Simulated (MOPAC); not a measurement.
Input for MOPAC: AM1 on AlH2I (SMILES [AlH2][I]), a point of a bond scan (R = 1.257 Å).

```
AM1 1SCF PRECISE CHARGE=0 THREADS=1
AlH2I

Al    -1.02948799 1    -1.59301317 1     0.26750098 1
H     -0.62136007 1    -2.41765967 1     1.12325210 1
H     -2.32698290 1    -1.78051460 1    -0.59760769 1
I      0.30621990 1     0.47383976 1    -0.07956783 1
```

It printed:

```
*******************************************************************************
 **                                                                           **
 **                              MOPAC v23.2.5                                **
 **                                                                           **
 *******************************************************************************
 ** MOPAC's Digital Object Identifier: https://doi.org/10.5281/zenodo.6511958 **
 **                                                                           **
 ** Please cite the open-source release paper for use of this MOPAC version:  **
 ** J. E. Moussa and J. J. P. Stewart (2026)                                  **
 ** MOPAC: An open-source semiempirical molecular orbital program             **
 ** J. Open Source Softw., 11(119), 8025, https://doi.org/10.21105/joss.08025 **
 *******************************************************************************

                              AM1 CALCULATION RESULTS

 *******************************************************************************
 *  AM1        - The AM1 Hamiltonian to be used
 *
 *
 *
 *                 CHARGE ON SYSTEM = 0
 *
 *
 *
 *  PRECISE    - TIGHTER CRITERIA TO BE USED
 *  1SCF       - DO 1 SCF AND THEN STOP
 *  THREADS=1  - MULTI-THREADING NOT USED
 *  T=         - A TIME OF 172800.0 SECONDS REQUESTED
 *  DUMP=N     - RESTART FILE WRITTEN EVERY 7200.0 SECONDS REQUESTED
 *******************************************************************************
AM1 1SCF PRECISE CHARGE=0 THREADS=1
 AlH2I

   ATOM   CHEMICAL          X               Y               Z
  NUMBER   SYMBOL      (ANGSTROMS)     (ANGSTROMS)     (ANGSTROMS)

     1      Al         -1.02948799  *  -1.59301317  *   0.26750098  *
     2       H         -0.62136007  *  -2.41765967  *   1.12325210  *
     3       H         -2.32698290  *  -1.78051460  *  -0.59760769  *
     4       I          0.30621990  *   0.47383976  *  -0.07956783  *



          CARTESIAN COORDINATES

    NO.       ATOM           X           Y           Z

     1        Al         -1.0295     -1.5930      0.2675
     2         H         -0.6214     -2.4177      1.1233
     3         H         -2.3270     -1.7805     -0.5976
     4         I          0.3062      0.4738     -0.0796

  H: (AM1): M.J.S. DEWAR ET AL, J. AM. CHEM. SOC. 107 3902-3909 (1985)
 Al: (AM1): M. J. S. Dewar, A. J. Holder, Organometallics, 9, 508-511 (1990).
  I: (AM1): M.J.S. DEWAR AND E. G. ZOEBISCH, THEOCHEM, 180, 1 (1988).

           Empirical Formula: H2 Al I  =     4 atoms



      MOLECULAR POINT GROUP   :   Cs


      RHF CALCULATION, NO. OF DOUBLY OCCUPIED LEVELS = 6


 -------------------------------------------------------------------------------
 AM1 1SCF PRECISE CHARGE=0 THREADS=1
 AlH2I



     1SCF WAS SPECIFIED, SO BFGS WAS NOT USED
     SCF FIELD WAS ACHIEVED


                              AM1 CALCULATION
                                                       MOPAC v23.2.5 Linux




          FINAL HEAT OF FORMATION =          8.75443 KCAL/MOL =      36.62853 KJ/MOL


          COSMO AREA              =        108.95 SQUARE ANGSTROMS
          COSMO VOLUME            =         98.17 CUBIC ANGSTROMS

          IONIZATION POTENTIAL    =         10.258736 EV
          HOMO LUMO ENERGIES (EV) =        -10.259 -1.840
          NO. OF FILLED LEVELS    =          6
          MOLECULAR WEIGHT        =        155.9018         POINT GROUP:  Cs

          MOLECULAR DIMENSIONS (Angstroms)

            Atom       Atom       Distance
            I     4    H     3     3.50489
            H     3    H     2     2.23801
            I     4   Al     1     0.00000


          SCF CALCULATIONS        =          1





   ATOM   CHEMICAL          X               Y               Z
  NUMBER   SYMBOL      (ANGSTROMS)     (ANGSTROMS)     (ANGSTROMS)

     1      Al         -1.02948799  *  -1.59301317  *   0.26750098  *
     2       H         -0.62136007  *  -2.41765967  *   1.12325210  *
     3       H         -2.32698290  *  -1.78051460  *  -0.59760769  *
     4       I          0.30621990  *   0.47383976  *  -0.07956783  *

                             CARTESIAN COORDINATES

   1   Al       -1.029487990    -1.593013170     0.267500980
   2    H       -0.621360070    -2.417659670     1.123252100
   3    H       -2.326982900    -1.780514600    -0.597607690
   4    I        0.306219900     0.473839760    -0.079567830


           Empirical Formula: H2 Al I  =     4 atoms



      MOLECULAR POINT GROUP   :   Cs


                  EIGENVALUES
 -29.53076 -15.64917 -12.32292 -11.37029 -10.56004 -10.25874  -1.83986  -0.85694
   1.42103   2.36204


              NET ATOMIC CHARGES AND DIPOLE CONTRIBUTIONS

  ATOM NO.   TYPE          CHARGE      No. of ELECS.   s-Pop       p-Pop
    1         Al           0.214472        2.7855     1.11711     1.66842
    2          H          -0.079242        1.0792     1.07924
    3          H          -0.035506        1.0355     1.03551
    4          I          -0.099723        7.0997     1.97512     5.12461
 DIPOLE           X         Y         Z       TOTAL
 POINT-CHG.    -0.574    -0.644    -0.012     0.863
 HYBRID        -0.289    -0.722     0.257     0.819
 SUM           -0.863    -1.366     0.245     1.634


          ATOMIC ORBITAL ELECTRON POPULATIONS

     Atom    s        px        py        pz
    1 Al   1.11711   0.60018   0.59934   0.46889
    2  H   1.07924
    3  H   1.03551
    4  I   1.97512   1.74220   1.44507   1.93734

 **********************
 *                    *
 * JOB ENDED NORMALLY *
 *                    *
 **********************




 == MOPAC DONE ==
```

The run finished.

Cost: very roughly 0.03 core-seconds.
